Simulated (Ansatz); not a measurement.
Gas-phase electronic energies from Ansatz, PBE0-D4/def2-TZVP geometries. CBS: MP2 limit from def2 TZ/QZ plus the TZ coupled-cluster correction, frozen cores. Functionals use def2-TZVPP. For Ge outer-core shells are correlated without core-valence functions, which leaves a few kJ/mol of doubt a bond. Scalar relativity is left out up to krypton. One conformer a species, not always the lowest.

`CC(C)[O][Ge][O]C(C)C` + `O[SiH](F)F` → `CC(C)O[SiH](F)F` + `CC(C)[O][Ge][OH]`  (substitution at a C–O bond)

`CC(C)[O][Ge][O]C(C)C`:

```xyz
23

C    -0.121   -0.708   -3.431
C     0.293   -0.527   -1.986
C     1.749   -0.126   -1.850
O     0.072   -1.763   -1.315
Ge   -0.332   -2.013    0.391
O    -0.329   -0.290    0.895
C    -0.633    0.088    2.226
C     0.571    0.786    2.826
C    -1.865    0.971    2.218
H    -1.169   -1.007   -3.495
H     0.008    0.223   -3.989
H     0.486   -1.484   -3.905
H    -0.327    0.249   -1.523
H     2.006    0.025   -0.799
H     1.944    0.806   -2.386
H     2.395   -0.905   -2.262
H    -0.852   -0.809    2.830
H     0.820    1.672    2.236
H     1.438    0.124    2.830
H     0.369    1.098    3.853
H    -1.680    1.864    1.615
H    -2.717    0.440    1.790
H    -2.126    1.284    3.232
```

`O[SiH](F)F`:

Z-matrix (Å, degrees):
```
Si
F 1 1.584
F 1 1.584 2 105.5
O 1 1.614 2 111.2 3 -120.7
H 1 1.463 2 110.2 3 118.9
H 4 0.958 1 120.9 2 58.5
```

`CC(C)O[SiH](F)F`:

```xyz
15

C     0.046    1.207    1.003
C     0.122    0.438   -0.299
C     1.399    0.705   -1.060
O     0.063   -0.967   -0.037
Si   -1.212   -1.900    0.247
F    -0.880   -3.347   -0.292
F    -2.475   -1.360   -0.548
H     0.874    0.924    1.658
H    -0.892    1.009    1.527
H     0.105    2.281    0.814
H    -0.736    0.705   -0.928
H     2.265    0.428   -0.454
H     1.475    1.764   -1.314
H     1.424    0.124   -1.983
H    -1.578   -2.012    1.665
```

`CC(C)[O][Ge][OH]`:

Z-matrix (Å, degrees):
```
C
C 1 1.517
H 1 1.095 2 110.3
H 1 1.091 2 110.4 3 119.7
H 1 1.093 2 111.0 3 -119.9
C 2 1.518 1 111.9 3 59.2
O 2 1.416 1 109.8 3 -66.9
H 2 1.098 1 108.4 3 178.3
H 6 1.093 2 110.8 1 -178.4
H 6 1.092 2 110.4 1 61.9
H 6 1.094 2 111.3 1 -57.6
Ge 7 1.797 2 127.8 1 90.1
O 12 1.778 7 93.8 2 -177.0
H 13 0.965 12 111.0 7 0.4
```

Problem. Is it downhill or uphill in electronic energy at CCSD(T)/CBS, and by how much? (Best estimate.)

Solution. Computed: Uphill: ΔE = +2.8 kcal/mol.

Problem. What do these levels give: ωB97M-V, B2PLYP, PBE0, HF/def2-TZVPP, MP2/def2-TZVPP, SCS-MP2/def2-TZVPP, CCSD/def2-TZVPP, CCSD(T)/def2-TZVPP, MP2/def2-QZVPP, SCS-MP2/def2-QZVPP, HF/CBS(def2), MP2/CBS(def2)? (Estimate.)

Solution. Ansatz gave: ωB97M-V 2.0, B2PLYP 2.6, PBE0 1.7, HF/def2-TZVPP 1.3, MP2/def2-TZVPP 3.7, SCS-MP2/def2-TZVPP 3.2, CCSD/def2-TZVPP 2.7, CCSD(T)/def2-TZVPP 3.1, MP2/def2-QZVPP 3.4, SCS-MP2/def2-QZVPP 2.9, HF/CBS(def2) 1.0, MP2/CBS(def2) 3.3 kcal/mol.

Largest T1 diagnostic among the species: 0.014.

In def2-TZVPP, CCSD(T) changes the Hartree–Fock value by +1.9 kcal/mol (the triples alone add +0.5 kcal/mol) and MP2 by +2.4 kcal/mol.
